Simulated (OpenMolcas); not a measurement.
Levels of Te by method

* Program: OpenMolcas
* Basis: ANO-R2 [7s6p4d2f1g]
* Scalar Hamiltonian: X2C, finite nucleus
* Active space: 4 electrons in 3 orbitals (5p)
* State averaging: 2S+1 = 3 even, 3 roots; 2S+1 = 1 even, 6 roots
* Spin-orbit coupling: RASSI with atomic mean-field integrals over the reference wave functions, term energies averaged over their components

Methods on the same reference wave functions:
A. CASSCF
B. SS-CASPT2, IPEA 0.25 Eh, imaginary shift 0.1 Eh (closed shells correlated: 4d 5s)

Energies in cm-1 above 5s2 5p4 3P2, the measured ground level; measured values from NIST Handbook of Basic Atomic Spectroscopic Data.

```
      Level      A      B  Measured
5s2 5p4 3P2    0.0    0.0       0.0
5s2 5p4 3P1   4222   4310      4751
5s2 5p4 3P0   4779   4610      4706
5s2 5p4 1D2  12397  10850     10558
5s2 5p4 1S0  27152  23630     23198
```

Deviations, from unrounded energies. A percentage is the sum of absolute deviations over the sum of measured energies, with the sign that they share, or ± where signs differ.

```json
{"Against measurement": "mean absolute deviation (cm-1)", "Levels": "4", "A": "1600", "B": "320"}
{"Against measurement": "fine structure of the ground term (%)", "Levels": "2", "A": "±6.4", "B": "-5.7"}
{"Against measurement": "other terms of the ground configuration (%)", "Levels": "2", "A": "+17.2", "B": "+2.1"}
```

B lies closest to measurement on these levels. The largest miss of B in the table is 5s2 5p4 3P1, by -440 cm-1. The ranking rests on the paired levels alone, and a cruder setting can come out closer through cancelling errors.

From A to B the spin-free energies of the other terms of 5s2 5p4 shown, above 3P, scale by factors of 0.82 to 0.84.

The lowest spin-free term lies below A's lowest term by 0.561 hartree in B.

Term energies are means over components that CASPT2 splits; among the terms shown or strongly mixed into the levels shown the widest spread is 150 cm-1 (5s2 5p4 1D, B). With the s shell closed, the reference lacks s² → p² mixing. Computed and measured levels are paired by configuration, term and J; levels that our copy of the source lacks, or whose pairing is in doubt (as where it misses far off the trend of its configuration), stay unpaired and out of the deviations. Only configurations of the active space appear.
